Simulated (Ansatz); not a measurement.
Program: Ansatz. Geometries: PBE0-D4/def2-TZVP. ΔE: electronic, gas phase. CBS: MP2 limit from def2 TZ/QZ plus the TZ coupled-cluster correction, frozen cores. Functionals use def2-TZVPP. B3LYP here is the variant with VWN-RPA as its local correlation; programs differ in this. HSE06 is defined as in plane-wave codes. For Ga outer-core shells are correlated without core-valence functions, which leaves a few kJ/mol of doubt a bond. Scalar relativity is left out up to krypton. Each species was taken in one conformer, which may not be the lowest.

`C[NH][GaH2]` + `C=C(F)S` → `C=C(F)SC` + `[NH2][GaH2]`  (substitution at a C–N bond)

| level | ΔE (kJ/mol) |
| --- | --- |
| BLYP-D4 | -40.9 |
| B3LYP-D4 | -41.7 |
| r2SCANh-D4 | -45.5 |
| HSE06-D4 | -43.7 |
| PBE-QIDH | -45.0 |
| r2SCANh | -45.3 |
| MP2/def2-SVP | -32.0 |
| SCS-MP2/def2-QZVPP | -45.7 |

Question: What does CCSD(T)/CBS give? (Best estimate.)

Answer: Ansatz gave: -45.6 kJ/mol. The listed levels differ from it by 4.7, 3.9, 0.1, 1.9, 0.6, 0.3, 13.6, -0.1 kJ/mol.

Largest T1 diagnostic among the species: 0.015.

At CCSD(T), def2-SVP lies +18.6 kJ/mol from the extrapolated value and def2-TZVPP +4.1 kJ/mol. Leaving LDA and LC-ωPBE aside and taking each functional with its dispersion term where it has one, the values, not all of them listed here, spread over 4.8 kJ/mol, from r2SCAN0-D4 to BLYP-D4. LDA lies +3.4 kJ/mol from PBE without D4.
